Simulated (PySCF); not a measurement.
An unknown is described by computed data only.

Formula: C6H3N2OP.

| Item | Value |
| --- | --- |
| Triplet | lowest triplet excitation (Tamm–Dancoff): 2.62 eV [TDA B3LYP/def2-SVPD] |
| 13C NMR | chemical shifts (computed TMS as zero) by class: 195.4 (1 C), 164.8 (1 C), 164.0 (1 C), 158.9 (1 C), 143.2 (1 C), 123.1 (1 C) ppm [GIAO PBE0/pcSseg-1] |
| UV, strongest line | among the 8 lowest singlet transitions: S7 at 4.70 eV (264 nm, f = 0.272) [TDDFT B3LYP/def2-SVPD] |
| Rotational structure | rotational constants A, B, C: 2.985, 0.711, 0.574 GHz [GFN2-xTB] |
| Polarisability | 111.3 au [B3LYP/def2-SVPD] |
| NMR, other nuclei | isotropic shieldings of nuclei other than C and H, by class: -98 (1 N), -53 (1 N), -351 (1 O), 12 (1 P) ppm [GIAO PBE0/pcSseg-1] |

Gas-phase values; electronic properties from PySCF, density fitting. Levels stand in brackets. One conformer (not necessarily the lowest) at the GFN2-xTB geometry, without solvent, vibrations or thermal averaging. Each NMR value is the plain mean over a class of atoms that symmetry, rotation or inversion makes alike.

Question: What is the compound? Reason from the data.

Answer: Numbering: `[N:1]#[C:2][c:3]1[cH:4][p:5][c:6]([CH:7]=[O:8])[cH:9][n:10]1`. 6 carbons fall into 6 classes; from least to most shielded: aldehyde carbon [C7] (195.4 ppm), substituted aromatic carbon [C6] (164.8 ppm), aromatic CH carbon [C4] (164.0 ppm), aromatic CH next to a ring nitrogen [C9] (158.9 ppm), substituted aromatic carbon [C3] (143.2 ppm), nitrile carbon [C2] (123.1 ppm). The other shieldings belong to: -98 ppm, pyridine-type nitrogen [N10]; -53 ppm, nitrile nitrogen [N1]; -351 ppm, aldehyde oxygen [O8]; 12 ppm, phosphorus bonded to 2 C [P5]. The optimised geometry has point group Cs and is an asymmetric top. Structure: `N#CC1=NC=C(C=O)P=C1`. The assignments are read from this structure; whether some other isomer fits the data as well wasn't checked.

Conformer computed: `[N:1]#[C:2][c:3]1[cH:4][p:5][c:6]([CH:7]=[O:8])[cH:9][n:10]1`: P5–C6–C7–O8 180°.
